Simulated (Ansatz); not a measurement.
C₄H₁₂O₄Si, charge +1, doublet, at a GFN2-xTB geometry (a state made from the parent by changing its charge; the spin is typed, not shown lowest); B3LYP/STO-3G in Ansatz (an electronic-structure program).

Here is a job for Ansatz.
Ansatz 0.2 input:
```yaml
crystal:
  periodic: [false, false, false]
  atoms:
    - {symbol: C, position_ang: [-0.11670586, -2.24278719, -1.65173879]}
    - {symbol: O, position_ang: [-0.10268118, -0.88467916, -1.35115769]}
    - {symbol: Si, position_ang: [0.00095962, -0.00044419, -0.00058621]}
    - {symbol: O, position_ang: [-0.63894185, 1.45284767, -0.30608731]}
    - {symbol: C, position_ang: [-1.69580926, 1.93597961, -1.07150182]}
    - {symbol: O, position_ang: [-0.77774819, -0.79708858, 1.17152039]}
    - {symbol: C, position_ang: [-0.74507282, -0.80614135, 2.56259729]}
    - {symbol: O, position_ang: [1.52915643, 0.22439067, 0.47974697]}
    - {symbol: C, position_ang: [2.54887460, 1.11698217, 0.16596616]}
    - {symbol: H, position_ang: [-0.54575355, -2.83431593, -0.84336315]}
    - {symbol: H, position_ang: [0.90213945, -2.58557608, -1.86871056]}
    - {symbol: H, position_ang: [-0.70010660, -2.37121716, -2.57058672]}
    - {symbol: H, position_ang: [-1.45218806, 2.96551655, -1.35663978]}
    - {symbol: H, position_ang: [-2.60733703, 1.97775207, -0.46339402]}
    - {symbol: H, position_ang: [-1.86754280, 1.32617893, -1.95817493]}
    - {symbol: H, position_ang: [0.24834443, -0.57668255, 2.94731708]}
    - {symbol: H, position_ang: [-1.47436083, -0.08841114, 2.95683738]}
    - {symbol: H, position_ang: [-1.06270741, -1.80141888, 2.89294884]}
    - {symbol: H, position_ang: [3.18056348, 0.69576993, -0.62534678]}
    - {symbol: H, position_ang: [2.16017216, 2.08703202, -0.14285913]}
    - {symbol: H, position_ang: [3.17934042, 1.22362660, 1.05606279]}
basis:
  gaussian:
    orbitals: STO-3G
hamiltonian:
  xc: b3lyp
total_charge: 1
magnetization: {spin_polarized: true, initial_magnetization: 1}
```

Problem. What does Ansatz print? Leave out banner, timings and long lists.

Solution. 
```
Functional definition: B3LYP
849 factors; integrals over basis functions are off by at most 4.2e-5 eV
mean field evaluation 1: about -20142.8237 eV, gradient 2.6e1 eV
mean field evaluation 2: about -20134.8859 eV, gradient 4.7e1 eV
mean field evaluation 4: about -20145.1968 eV, gradient 1.7e1 eV
mean field evaluation 8: about -20147.3751 eV, gradient 3.1e-1 eV
mean field evaluation 16: about -20147.3788 eV, gradient 1.1e-5 eV
mean field evaluation 32: about -20147.1266 eV, gradient 2.8e0 eV
mean field -20147.37878314 eV, -740.4025138966 hartree, gradient 1.5e-5 eV, S^2 0.753792; 7 other end points of the search recorded, 0 dependent functions left out
reference -20147.37908575 eV, -740.4025250171 hartree; 41, 40 occupied and 20, 21 virtual orbitals, 849 factors
Total energy: -20147.37908575 eV, -740.4025250171 hartree
```
